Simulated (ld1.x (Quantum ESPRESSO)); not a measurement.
## Pm (Z = 61): ultrasoft pseudisation with PBE, scalar-relativistic reference atom.

The input file (ld1.x (Quantum ESPRESSO) 7.5):

```
&input
   title='Pm', zed=61., rel=1, dft='PBE', iswitch=3,
   config='[Xe] 4f5 5d0 6s1 6p0',
   nld=4, rlderiv=3.65, eminld=-6.0, emaxld=5.0, deld=0.02
 /
 &inputp
   pseudotype=3, tm=.true., lloc=-2, rcloc=3.10,
   nlcc=.false.,
   which_augfun='PSQ', rmatch_augfun=1.05,
   file_pseudopw='Pm.UPF', file_wfcaegen='ae.wfc', file_wfcncgen='nc.wfc', file_beta='beta', file_chi='chi', file_wfcusgen='us.wfc'
 /
8
5S  1  0   2.00   0.00  1.85  2.05  0.0
6S  2  0   1.00   0.00  1.85  2.05  0.0
5P  2  1   6.00   0.00  2.20  2.85  0.0
6P  3  1   0.00   0.00  2.20  2.85  0.0
5D  3  2   0.00   0.00  2.55  3.35  0.0
5D  3  2   0.00   0.05  2.55  3.35  0.0
4F  4  3   5.00   0.00  1.10  1.40  0.0
4F  4  3   0.00   4.30  1.10  1.40  0.0
 &test
   configts(1)='4f5 5s2 5p6 5d0 6s1 6p0'
 /
```

Command:

```bash
ld1.x < Pm.in > Pm.out
```

Resulting log (shortened: banner, matrices, multipoles, cross overlaps and the repeated all-electron block are left out):

```
Program LD1 v.7.5
     --------------------------- All-electron run ----------------------------

     Pm
     scalar relativistic calculation

     atomic number is 61.00
     dft =PBE   lsd =0 sic =0 latt =0  beta=0.20 tr2=1.0E-14
     Exchange-correlation= PBE
                           (   1   4   3   4   0   0   0)
     mesh =1259 r(mesh) = 100.89962 a.u. xmin = -7.00 dx = 0.01250
     1 Ry =  13.60569312 eV, c = 137.03599908

     n l     nl                  e(Ry)          e(Ha)          e(eV)
     1 0     1S 1( 2.00)     -3309.6840     -1654.8420    -45030.5453
     2 0     2S 1( 2.00)      -538.4790      -269.2395     -7326.3800
     2 1     2P 1( 6.00)      -480.8968      -240.4484     -6542.9344
     3 0     3S 1( 2.00)      -117.7664       -58.8832     -1602.2938
     3 1     3P 1( 6.00)       -99.6886       -49.8443     -1356.3324
     4 0     4S 1( 2.00)       -23.7674       -11.8837      -323.3713
     4 1     4P 1( 6.00)       -17.8366        -8.9183      -242.6796
     3 2     3D 1(10.00)       -74.9233       -37.4616     -1019.3833
     5 0     5S 1( 2.00)        -3.5234        -1.7617       -47.9386
     5 1     5P 1( 6.00)        -2.1111        -1.0556       -28.7232
     4 2     4D 1(10.00)        -9.4629        -4.7314      -128.7487
     4 3     4F 1( 5.00)        -0.5992        -0.2996        -8.1520
     5 2     5D 1( 0.00)        -0.5340        -0.2670        -7.2648
     6 0     6S 1( 1.00)        -0.6108        -0.3054        -8.3102
     6 1     6P 1( 0.00)        -0.3876        -0.1938        -5.2742

     final scf error:  2.8E-15 reached in  27 iterations

     Etot =  -20040.707645 Ry,  -10020.353822 Ha, -272667.718180 eV

     Ekin =   21376.891598 Ry,   10688.445799 Ha,  290847.427004 eV
     Encl =  -48704.324645 Ry,  -24352.162323 Ha, -662656.094886 eV
     Eh   =    7743.713317 Ry,    3871.856658 Ha,  105358.587020 eV
     Exc  =    -456.987914 Ry,    -228.493957 Ha,   -6217.637318 eV

     normalization and overlap integrals

     s(1S/1S) =  1.000000  <r> =   0.0232  <r2> =    0.0007  r(max) =   0.0148
     s(2S/2S) =  1.000000  <r> =   0.0990  <r2> =    0.0116  r(max) =   0.0843
     s(2P/2P) =  1.000000  <r> =   0.0871  <r2> =    0.0093  r(max) =   0.0673
     s(3S/3S) =  1.000000  <r> =   0.2605  <r2> =    0.0775  r(max) =   0.2379
     s(3P/3P) =  1.000000  <r> =   0.2588  <r2> =    0.0776  r(max) =   0.2350
     s(4S/4S) =  1.000000  <r> =   0.5929  <r2> =    0.3966  r(max) =   0.5497
     s(4P/4P) =  1.000000  <r> =   0.6278  <r2> =    0.4482  r(max) =   0.5779
     s(3D/3D) =  1.000000  <r> =   0.2362  <r2> =    0.0657  r(max) =   0.1924
     s(5S/5S) =  1.000000  <r> =   1.4402  <r2> =    2.3333  r(max) =   1.2861
     s(5P/5P) =  1.000000  <r> =   1.6891  <r2> =    3.2414  r(max) =   1.4574
     s(4D/4D) =  1.000000  <r> =   0.6883  <r2> =    0.5499  r(max) =   0.6000
     s(4F/4F) =  1.000000  <r> =   1.0520  <r2> =    1.5346  r(max) =   0.6387
     s(5D/5D) =  1.000000  <r> =   2.8483  <r2> =    9.6940  r(max) =   2.1204
     s(6S/6S) =  1.000000  <r> =   3.9636  <r2> =   17.6479  r(max) =   3.4960
     s(6P/6P) =  1.000000  <r> =   5.0453  <r2> =   28.5926  r(max) =   4.4332

     ------------------------ End of All-electron run ------------------------

     --------------------- Generating US pseudopotential ---------------------

      Generating local potential from pseudized AE potential:
      Matching radius rcloc =   3.1000
      Enforcing V''(0)=0 (lloc=-2)

      Local pseudo, rcloc= 3.124 Estimated cut-off energy=     3.27 Ry
      Wfc-us  5S rcutus= 2.042  Estimated cut-off energy=    12.78 Ry
      Wfc-us  6S rcutus= 2.042  Estimated cut-off energy=    24.60 Ry
      Wfc-us  5P rcutus= 2.827  Estimated cut-off energy=    10.80 Ry
      Wfc-us  6P rcutus= 2.827  Estimated cut-off energy=    20.23 Ry
      Wfc-us  5D rcutus= 3.367  Estimated cut-off energy=    10.20 Ry
      Wfc-us  5D rcutus= 3.367  Estimated cut-off energy=    15.98 Ry
      Wfc-us  4F rcutus= 1.404  Estimated cut-off energy=    80.05 Ry
      Wfc-us  4F rcutus= 1.404  Estimated cut-off energy=    70.77 Ry

     Q pseudized with Bessel functions
     Expected ecutrho=     551.5546 due to l1=  2   l2=  3

     ------------------- End of pseudopotential generation -------------------

     Computing logarithmic derivative in   3.65244
     Computing logarithmic derivative in   3.65244
     Computing the partial wave expansion
     R is outside the sphere for l=    0 j= 0.00
     R is outside the sphere for l=    0 j= 0.00
     R is outside the sphere for l=    1 j= 0.00
     R is outside the sphere for l=    1 j= 0.00
     R is outside the sphere for l=    2 j= 0.00
     R is outside the sphere for l=    2 j= 0.00
     R is outside the sphere for l=    3 j= 0.00
     R is outside the sphere for l=    3 j= 0.00

     ---------------------- Testing the pseudopotential ----------------------

     Pm
     scalar relativistic calculation

     atomic number is 61.00   valence charge is 15.00
     dft =PBE   lsd =0 sic =0 latt =0  beta=0.20 tr2=1.0E-14
     mesh =1259 r(mesh) = 100.89962 xmin = -7.00 dx = 0.01250

     n l     nl             e AE (Ry)        e PS (Ry)    De AE-PS (Ry)
     4 3     4F   1( 5.00)       -0.59916       -0.59914       -0.00002
     1 0     5S   1( 2.00)       -3.52342       -3.52341       -0.00002
     2 1     5P   1( 6.00)       -2.11112       -2.11110       -0.00001
     3 2     5D   1( 0.00)       -0.53395       -0.53395       -0.00001
     2 0     6S   1( 1.00)       -0.61079       -0.61079       -0.00000
     3 1     6P   1( 0.00)       -0.38764       -0.38764       -0.00000

     eps = 7.1E-15  iter =  4

     Etot =  -20040.707645 Ry,  -10020.353822 Ha, -272667.718180 eV
     Etotps =  -136.025846 Ry,     -68.012923 Ha,   -1850.725914 eV

     Ekin =      45.827211 Ry,      22.913606 Ha,     623.510971 eV
     Encl =    -245.265060 Ry,    -122.632530 Ha,   -3337.001142 eV
     Ehrt =     117.460844 Ry,      58.730422 Ha,    1598.136202 eV
     Ecxc =     -15.802829 Ry,      -7.901415 Ha,    -215.008442 eV
     Epseu=     -38.246012 Ry,     -19.123006 Ha,    -520.363503 eV

     ---------------------- End of pseudopotential test ----------------------
```

Generation and configuration tests took about 1.8 s on one core of a shared server CPU.

Transferability test of the new file with ld1.x, input:

```
&input
   title='Pm', zed=61., rel=1, dft='PBE', iswitch=2,
   config='[Xe] 4f5 5d0 6s1 6p0'
 /
 &test
   file_pseudo='Pm.UPF', nconf=8,
   configts(1)='4f5 5s2 5p6 5d0 6s1 6p0',
   configts(2)='4f5 5s2 5p6 5d0 6s2 6p0',
   configts(3)='4f5 5s2 5p6 5d0 6s0 6p0',
   configts(4)='4f4 5s2 5p6 5d0 6s0 6p0',
   configts(5)='4f5 5s2 5p6 5d0 6s0 6p1',
   configts(6)='4f4 5s2 5p6 5d0 6s2 6p0',
   configts(7)='4f4 5s2 5p6 5d1 6s1 6p0',
   configts(8)='4f5 5s2 5p5 5d0 6s2 6p0'
 /
```

```bash
ld1.x < Pm.test.in > Pm.test.out
```

Pseudopotential blocks of its output, shortened (energy terms left out):

```
     ---------------------- Testing the pseudopotential ----------------------

     n l     nl             e AE (Ry)        e PS (Ry)    De AE-PS (Ry)
     4 3     4F   1( 5.00)       -0.59916       -0.59914       -0.00002
     1 0     5S   1( 2.00)       -3.52342       -3.52341       -0.00002
     2 1     5P   1( 6.00)       -2.11112       -2.11110       -0.00001
     3 2     5D   1( 0.00)       -0.53395       -0.53395       -0.00001
     2 0     6S   1( 1.00)       -0.61079       -0.61079       -0.00000
     3 1     6P   1( 0.00)       -0.38764       -0.38764       -0.00000

     eps = 7.1E-15  iter =  4

     Etot =  -20040.707645 Ry,  -10020.353822 Ha, -272667.718180 eV
     Etotps =  -136.025846 Ry,     -68.012923 Ha,   -1850.725914 eV

     ---------------------- End of pseudopotential test ----------------------

          ---------------------- Testing the pseudopotential ----------------------

     n l     nl             e AE (Ry)        e PS (Ry)    De AE-PS (Ry)
     4 3     4F   1( 5.00)       -0.15819       -0.15764       -0.00055
     1 0     5S   1( 2.00)       -3.07751       -3.07802        0.00051
     2 1     5P   1( 6.00)       -1.66629       -1.66651        0.00022
     3 2     5D   1( 0.00)       -0.13249       -0.13259        0.00010
     2 0     6S   1( 2.00)       -0.26032       -0.26038        0.00006
     3 1     6P   1( 0.00)       -0.08965       -0.08968        0.00002

     eps = 5.9E-15  iter = 12

     Etot =  -20041.139296 Ry,  -10020.569648 Ha, -272673.591103 eV
     Etotps =  -136.457702 Ry,     -68.228851 Ha,   -1856.601616 eV
     dEtot_ae =      -0.431652 Ry
     dEtot_ps =      -0.431856 Ry,   Delta E=       0.000204 Ry

     ---------------------- End of pseudopotential test ----------------------

          ---------------------- Testing the pseudopotential ----------------------

     n l     nl             e AE (Ry)        e PS (Ry)    De AE-PS (Ry)
     4 3     4F   1( 5.00)       -1.11651       -1.11768        0.00117
     1 0     5S   1( 2.00)       -4.04600       -4.04538       -0.00062
     2 1     5P   1( 6.00)       -2.62929       -2.62906       -0.00022
     3 2     5D   1( 0.00)       -0.99993       -0.99976       -0.00018
     2 0     6S   1( 0.00)       -0.99884       -0.99871       -0.00013
     3 1     6P   1( 0.00)       -0.71435       -0.71428       -0.00007

     eps = 8.1E-15  iter =  9

     Etot =  -20039.903542 Ry,  -10019.951771 Ha, -272656.777802 eV
     Etotps =  -135.221538 Ry,     -67.610769 Ha,   -1839.782752 eV
     dEtot_ae =       0.804103 Ry
     dEtot_ps =       0.804308 Ry,   Delta E=      -0.000205 Ry

     ---------------------- End of pseudopotential test ----------------------
```

The test run then stopped with an error in chargeps: “negative rho”.
